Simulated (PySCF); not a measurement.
GeO3, SMILES [O]=[Ge]1[O][O]1. Atoms are numbered in the order given.

```xyz
4

Ge     0.0000     0.0000     0.2181
O      0.0000     0.0000     1.8573
O      0.0000     0.8277    -1.3649
O      0.0000    -0.8277    -1.3649
```
Charge 0, spin multiplicity 1.

Coordinates come from a PBE-D3(BJ)/def2-SVP optimisation.

Two levels are set side by side: PBE/pcSseg-2 (PySCF) and HF/pcSseg-2 (PySCF). GIAO shifts against GeH4 (⁷³Ge), H2O (¹⁷O) at the same level; non-relativistic, no solvent, atoms listed together averaged. Differences are taken from unrounded values.

| quantity | HF | PBE | PBE minus HF |
|---|---|---|---|
| δ(⁷³Ge) of Ge1 (ppm) | 233.3 | 266.5 | 33.2 |

Rough cost on one machine, each run with all the roots and properties that it gave: HF against PBE within a factor of 2.
